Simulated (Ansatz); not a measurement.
Born–Oppenheimer molecular dynamics of ClGaH$_{6}$Si (9 atoms, charge 0, multiplicity 1). It starts at the highest image of a converged band. Of that band: Neighbouring images differ by up to 1.2 eV, so the band resolves the path poorly. A vibrational analysis at the climbing image gives one clearly imaginary mode, 1276i cm⁻¹: a first-order saddle point.

These are results of RKS PBE0-D4/def2-SVP (Ansatz), not measurements.

```
ensemble                      : NVE (velocity Verlet)
time step                     : 0.5 fs
steps asked                   : 200
starting velocities drawn for : 100 K
seed                          : 3415
```

Frames 0.5 fs apart, positions in Å, forces in eV/Å.

Velocities at 45 fs (Å/ps):

```
Ga -0.86 -5.04 -0.86
H 1.97 51.45 47.53
H -36.45 8.98 39.48
Cl 0.69 2.29 0.24
Si 2.66 3.70 -2.85
H -9.22 -2.69 -9.82
H -3.07 11.23 -0.87
H 6.26 21.07 -19.39
H 1.24 75.12 73.85
```

```xyz
9
Properties=species:S:1:pos:R:3:forces:R:3 time_fs=45 energy_less_start_eV=-1.111 T=1329
Ga -0.083 -0.322 -0.046 -0.62 -0.05 0.13
H 0.194 1.727 3.025 0.83 1.71 -0.82
H 0.697 0.998 0.013 0.67 0.13 0.00
Cl -2.037 0.326 -0.751 -0.17 -0.17 -0.15
Si -0.241 -2.530 0.886 0.25 0.11 0.19
H -0.724 -3.628 -0.003 -0.09 0.15 -0.07
H 1.005 -2.998 1.565 0.06 0.03 -0.06
H -1.228 -2.224 1.971 -0.09 -0.16 -0.03
H -0.091 1.135 3.298 -0.84 -1.74 0.80
9
Properties=species:S:1:pos:R:3:forces:R:3 time_fs=45.5 energy_less_start_eV=-1.099 T=1315
Ga -0.083 -0.324 -0.046 -0.64 -0.02 0.13
H 0.196 1.755 3.048 0.83 1.67 -0.85
H 0.680 1.003 0.032 0.71 0.15 0.00
Cl -2.037 0.327 -0.751 -0.18 -0.19 -0.16
Si -0.240 -2.528 0.884 0.22 0.01 0.03
H -0.729 -3.629 -0.008 -0.05 0.22 0.01
H 1.004 -2.993 1.565 0.10 0.00 -0.03
H -1.226 -2.213 1.961 -0.15 -0.15 0.04
H -0.091 1.171 3.336 -0.83 -1.69 0.84
9
Properties=species:S:1:pos:R:3:forces:R:3 time_fs=46 energy_less_start_eV=-1.104 T=1320
Ga -0.084 -0.327 -0.047 -0.65 0.03 0.13
H 0.200 1.787 3.068 0.63 1.24 -0.68
H 0.664 1.008 0.052 0.72 0.15 0.00
Cl -2.037 0.328 -0.751 -0.19 -0.20 -0.17
Si -0.238 -2.526 0.883 0.20 -0.09 -0.13
H -0.733 -3.630 -0.013 -0.01 0.29 0.08
H 1.003 -2.987 1.564 0.13 -0.02 -0.01
H -1.223 -2.203 1.952 -0.21 -0.14 0.11
H -0.094 1.202 3.375 -0.63 -1.26 0.66
9
Properties=species:S:1:pos:R:3:forces:R:3 time_fs=46.5 energy_less_start_eV=-1.111 T=1327
Ga -0.084 -0.329 -0.047 -0.64 0.10 0.14
H 0.206 1.821 3.087 0.31 0.59 -0.36
H 0.650 1.013 0.072 0.72 0.13 0.00
Cl -2.036 0.329 -0.751 -0.19 -0.20 -0.19
Si -0.237 -2.525 0.881 0.17 -0.17 -0.27
H -0.738 -3.630 -0.018 0.03 0.35 0.14
H 1.002 -2.982 1.563 0.17 -0.05 0.01
H -1.221 -2.193 1.942 -0.26 -0.13 0.18
H -0.098 1.231 3.417 -0.31 -0.61 0.34
9
Properties=species:S:1:pos:R:3:forces:R:3 time_fs=47 energy_less_start_eV=-1.104 T=1319
Ga -0.085 -0.332 -0.048 -0.62 0.19 0.14
H 0.212 1.857 3.106 -0.04 -0.09 0.02
H 0.638 1.019 0.092 0.71 0.09 0.00
Cl -2.036 0.330 -0.751 -0.20 -0.21 -0.20
Si -0.236 -2.523 0.880 0.15 -0.25 -0.38
H -0.743 -3.629 -0.022 0.07 0.39 0.19
H 1.001 -2.976 1.563 0.20 -0.07 0.03
H -1.219 -2.184 1.933 -0.31 -0.12 0.24
H -0.102 1.258 3.459 0.03 0.07 -0.04
9
Properties=species:S:1:pos:R:3:forces:R:3 time_fs=47.5 energy_less_start_eV=-1.081 T=1294
Ga -0.085 -0.334 -0.048 -0.59 0.30 0.15
H 0.218 1.893 3.124 -0.34 -0.65 0.37
H 0.627 1.025 0.111 0.69 0.03 -0.01
Cl -2.036 0.332 -0.751 -0.20 -0.22 -0.21
Si -0.234 -2.521 0.878 0.13 -0.32 -0.48
H -0.748 -3.627 -0.026 0.10 0.43 0.23
H 1.001 -2.971 1.562 0.22 -0.09 0.04
H -1.218 -2.175 1.925 -0.34 -0.11 0.28
H -0.107 1.285 3.501 0.34 0.63 -0.39
9
Properties=species:S:1:pos:R:3:forces:R:3 time_fs=48 energy_less_start_eV=-1.049 T=1259
Ga -0.086 -0.337 -0.049 -0.56 0.43 0.16
H 0.223 1.928 3.143 -0.56 -1.04 0.65
H 0.618 1.031 0.131 0.66 -0.05 -0.02
Cl -2.035 0.333 -0.750 -0.20 -0.23 -0.22
Si -0.233 -2.519 0.877 0.11 -0.37 -0.54
H -0.752 -3.624 -0.030 0.13 0.45 0.26
H 1.002 -2.966 1.562 0.23 -0.11 0.05
H -1.218 -2.166 1.917 -0.36 -0.10 0.31
H -0.111 1.314 3.543 0.56 1.02 -0.67
9
Properties=species:S:1:pos:R:3:forces:R:3 time_fs=48.5 energy_less_start_eV=-1.019 T=1227
Ga -0.086 -0.339 -0.049 -0.52 0.56 0.18
H 0.227 1.960 3.164 -0.69 -1.26 0.83
H 0.611 1.037 0.151 0.62 -0.13 -0.04
Cl -2.035 0.334 -0.750 -0.19 -0.23 -0.23
Si -0.231 -2.517 0.875 0.09 -0.41 -0.57
H -0.756 -3.620 -0.032 0.14 0.45 0.28
H 1.002 -2.961 1.562 0.23 -0.12 0.06
H -1.219 -2.158 1.910 -0.36 -0.10 0.33
H -0.113 1.345 3.582 0.69 1.24 -0.85
9
Properties=species:S:1:pos:R:3:forces:R:3 time_fs=49 energy_less_start_eV=-1.002 T=1208
Ga -0.087 -0.342 -0.049 -0.48 0.70 0.19
H 0.230 1.988 3.187 -0.74 -1.33 0.92
H 0.605 1.042 0.170 0.57 -0.22 -0.06
Cl -2.035 0.335 -0.750 -0.19 -0.24 -0.23
Si -0.230 -2.516 0.874 0.07 -0.43 -0.56
H -0.760 -3.615 -0.035 0.15 0.43 0.29
H 1.004 -2.956 1.562 0.22 -0.13 0.06
H -1.221 -2.149 1.904 -0.35 -0.10 0.33
H -0.114 1.379 3.620 0.74 1.31 -0.93
9
Properties=species:S:1:pos:R:3:forces:R:3 time_fs=49.5 energy_less_start_eV=-0.999 T=1205
Ga -0.087 -0.344 -0.050 -0.44 0.84 0.21
H 0.230 2.014 3.212 -0.72 -1.26 0.91
H 0.601 1.047 0.190 0.53 -0.31 -0.08
Cl -2.035 0.336 -0.750 -0.18 -0.24 -0.24
Si -0.229 -2.514 0.872 0.05 -0.43 -0.53
H -0.763 -3.609 -0.036 0.16 0.41 0.28
H 1.006 -2.952 1.562 0.21 -0.13 0.06
H -1.224 -2.141 1.899 -0.32 -0.11 0.32
H -0.113 1.416 3.655 0.71 1.24 -0.92
9
Properties=species:S:1:pos:R:3:forces:R:3 time_fs=50 energy_less_start_eV=-1.009 T=1216
Ga -0.088 -0.347 -0.050 -0.40 0.98 0.23
H 0.229 2.037 3.239 -0.61 -1.05 0.79
H 0.597 1.051 0.209 0.49 -0.40 -0.10
Cl -2.034 0.337 -0.750 -0.17 -0.24 -0.25
Si -0.227 -2.512 0.871 0.03 -0.42 -0.46
H -0.766 -3.602 -0.037 0.15 0.36 0.26
H 1.009 -2.948 1.562 0.18 -0.13 0.05
H -1.227 -2.133 1.894 -0.28 -0.12 0.29
H -0.110 1.456 3.689 0.60 1.04 -0.80
9
Properties=species:S:1:pos:R:3:forces:R:3 time_fs=50.5 energy_less_start_eV=-1.024 T=1231
Ga -0.089 -0.349 -0.051 -0.36 1.11 0.26
H 0.226 2.057 3.268 -0.41 -0.70 0.54
H 0.595 1.055 0.228 0.44 -0.48 -0.13
Cl -2.034 0.338 -0.750 -0.17 -0.25 -0.25
Si -0.226 -2.511 0.869 0.02 -0.40 -0.37
H -0.769 -3.594 -0.037 0.14 0.31 0.23
H 1.012 -2.944 1.562 0.14 -0.13 0.03
H -1.231 -2.126 1.890 -0.22 -0.14 0.25
H -0.106 1.499 3.720 0.41 0.68 -0.55
```

Of the whole run (100 fs, mean temperature of the second half 1228 K): The conserved energy stayed within 0.17 meV per atom of its start (net change -0.13 meV per atom), so the integration is sound. The kinetic energy rose, since the run started high on the potential surface and went downhill. It ends in pieces (ClGaH4Si + H2), so much of that is their flight and rotation, not heat. A run of 0.1 ps of so small a system gives no equilibrium averages. The orbitals stay closed-shell, which can raise the energy where a bond breaks towards radicals; this wasn't checked here.

The run took 6.4 min on 2 threads of Intel(R) Xeon(R) Platinum 8375C CPU @ 2.90GHz (Ice Lake), with other jobs on the host, peak memory 0.25 GiB.
